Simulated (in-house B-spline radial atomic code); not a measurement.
Configurations of Cr3+, with energies counted from [Ar] 3d3. Computed with a radial B-spline atomic code at the basis-set limit: scalar-relativistic (X2C) PBEsol, spin-polarised, spherical fractional occupations, Fermi nucleus of rms radius 3.6452 fm. Shells without spins written out take the highest spin.

Occupations are held fixed; configurations that lie above the ionisation limit could autoionise.

| configuration | E - E(ref) (eV) | highest orbital | its <r> (bohr) |
| --- | --- | --- | --- |
| [Ar] 3d2 4s1 | 12.876 | 4s up | 2.315 |
| [Ne] 3s2 3p5 3d4 | 39.909 | 3d up | 1.079 |
| [Ne] 3s2 3p5 3d3 4s1 | 53.967 | 4s up | 2.295 |
| [Ne] 3s2 3p5 3d3 4p1 | 60.864 | 4p up | 2.578 |
| [Ne] 3s2 3p5 3d3 4d1 | 70.406 | 4d up | 3.31 |
| [Ne] 3s2 3p5 3d3 4f1 | 76.848 | 4f up | 4.216 |

(1) Order these further configurations by energy, lowest first.
A. [Ar] 3d(2 up, 1 down)
B. [Ar] 3d2 4f1
C. [Ar] 3d(0 up, 2 down) 4p(0 up, 1 down)
D. [Ar] 3d(1 up, 1 down) 4s(1 up, 0 down)
E. [Ne] 3s2 3p(3 up, 2 down) 3d(0 up, 3 down) 4f(0 up, 1 down)

(2) How far above the reference does [Ne] 3s2 3p(3 up, 2 down) 3d(1 up, 3 down) lie?

(3) How far above the reference does [Ar] 3d2 4d1 lie?

## Answers

(1) A (2.1799 eV), D (14.43 eV), C (19.677 eV), B (35.404 eV), E (80.742 eV).

(2) 46.732 eV; its least bound orbital is 3d up with <r> = 1.096 bohr.

(3) 29.076 eV; its least bound orbital is 4d up with <r> = 3.344 bohr.
